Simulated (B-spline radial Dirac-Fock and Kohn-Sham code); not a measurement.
## Dipole and non-dipole photoemission parameters of Sc 3p3/2

System: neutral scandium, configuration [Ar] 3d1 4s2; threshold 38.26 eV (orbital energy of the model). These are calculated numbers from an atomic code on a B-spline grid; the model is Dirac-Hartree-Slater photoionisation with a Latter tail; cross sections with all multipoles, angular parameters from the dipole term and its interference with E2.

| hν (eV) | σ (kb) | β | γ | δ |
| --- | --- | --- | --- | --- |
| 69.8 | 723 | 0.033 | 0.121 | 0.017 |
| 76.3 | 792 | 0.335 | 0.138 | 0.009 |
| 82.8 | 841 | 0.573 | 0.135 | 0.004 |
| 83.5 | 845 | 0.596 | 0.134 | 0.003 |
| 89.2 | 869 | 0.756 | 0.122 | 0.001 |
| 142 | 730 | 1.375 | 0.011 | -0.003 |
| 150 | 694 | 1.412 | 0.002 | -0.002 |
| 200 | 490 | 1.548 | -0.021 | 0.000 |
| 204 | 477 | 1.554 | -0.021 | 0.000 |
| 332 | 210 | 1.632 | 0.021 | 0.004 |
| 345 | 195 | 1.633 | 0.028 | 0.005 |
| 354 | 185 | 1.634 | 0.033 | 0.005 |
| 362 | 177 | 1.634 | 0.037 | 0.005 |
| 368 | 172 | 1.634 | 0.041 | 0.005 |
| 400 | 145 | 1.632 | 0.059 | 0.006 |
| 407 | 140 | 1.631 | 0.063 | 0.006 |
| 439 | 119 | 1.626 | 0.081 | 0.007 |
| 558 | 70.4 | 1.600 | 0.149 | 0.009 |
| 574 | 66.0 | 1.596 | 0.158 | 0.009 |
| 714 | 39.4 | 1.555 | 0.231 | 0.013 |
| 910 | 21.6 | 1.496 | 0.322 | 0.017 |
| 1190 | ? | ? | ? | ? |
| 1660 | 4.29 | 1.297 | 0.570 | 0.038 |
| 2000 | 2.51 | 1.223 | 0.651 | 0.048 |
| 2850 | 0.862 | 1.070 | 0.805 | 0.073 |
| 2984.4 | 0.747 | 1.049 | 0.824 | 0.078 |
| 5414.7 | 0.109 | 0.772 | 1.045 | 0.149 |
| 6000 | 0.0768 | 0.725 | 1.078 | 0.165 |
| 7850 | 0.0306 | 0.606 | 1.164 | 0.212 |
| 15000 | 0.00301 | 0.347 | 1.345 | 0.363 |

Q: Give the values at 1190 eV.

A: σ = 10.7 kb, β = 1.416, γ = 0.430, δ = 0.025.
